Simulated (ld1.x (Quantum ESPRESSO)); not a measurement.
**rhodium: one change to a TM potential, before and after**

Rh (Z = 45), norm-conserving Troullier–Martins (Kleinman–Bylander form), made with ld1.x (Quantum ESPRESSO) 7.5 (BLYP, fully relativistic). Core [Kr], reference 4d8 5s1 5p0. Waves: 5p (bound, empty): rc 2.60 bohr; 4d (bound): rc 1.75 bohr; 5s (bound): rc 2.65 bohr. Local part: the s channel. Core correction: a·sin(br)/r model core, default radius (core density twice the valence density).

Open shells are filled in proportion to 2j + 1 (rel_dist='average').

Change: all radii but the core radius scaled by about 0.84 (s 2.22, p 2.18, d 1.46 bohr).

Cutoffs: the cutoffs (Ry, on a coarse ladder) from which the occupation-weighted sum of valence levels, in a spherical-Bessel basis at the reference potential, stays within 10 and 1 mRy of its value at 400 Ry; they do not see the model core or the augmentation charge, which bear on the density cutoff. Errors are all-electron minus pseudo energies relative to the spin-unpolarised reference configuration.

Problem. How do hardness, ghosts and transferability respond?

Solution. The potential gets harder (55 Ry and 70 Ry → 60 Ry and 80 Ry); a bound ghost appears in p, which as a rule spoils a file; the errors of the 7 common tests hardly move. A smaller radius makes the pseudo-wave follow the all-electron one further in, where it bends more sharply, so more plane waves are needed.

```csv
quantity,base,changed
"cutoff, loose",55 Ry,60 Ry
"cutoff, tight",70 Ry,80 Ry
loose cutoff by channel (10 mRy a level),"d 45 Ry, s 6 Ry","d 50 Ry, s 6 Ry"
bound ghosts,none,"p1/2, p3/2"
"error for 4d8 5s0 5p0, meV [ΔE 7.55 eV]",-11,-11
"error for 4d7 5s0 5p0, meV [ΔE 26.99 eV]",-122,-121
"error for 4d6 5s0 5p0, meV [ΔE 59.39 eV]",-656,-659
"error for 4d5 5s0 5p0, meV [ΔE 106.19 eV]",-1785,-1807
"error for 4d7 5s2 5p0, meV [ΔE 2.35 eV]",-125,-124
"error for 4d8 5s0.5 5p0, meV [ΔE 2.95 eV]",-2.2,-2.2
"error for 4d7 5s1 5p1, meV [ΔE 6.49 eV]",-126,-109
```

 A true bound ghost makes a file unfit for plane-wave use even where its test errors are small: the radial tests pick states by their node count and pass the ghost by.
